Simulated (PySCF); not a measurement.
A structure optimised at B3LYP-D3(BJ)/def2-SVP, used in a PySCF frequency run:

```xyz
5

Al    -0.3480    -0.0315     0.0000
Cl     0.6690    -1.8528     0.0000
F     -2.0074    -0.0274     0.0000
S      0.7272     1.8486     0.0000
H     -0.4164     2.5764     0.0000
```

Q: Write its SMILES, formula and point group.

A: [F][Al]([SH])[Cl], AlClFHS, Cs

Q: What are its rotational constants (standard atomic weights)?

A: 4.4801, 2.1257, 1.4416 GHz
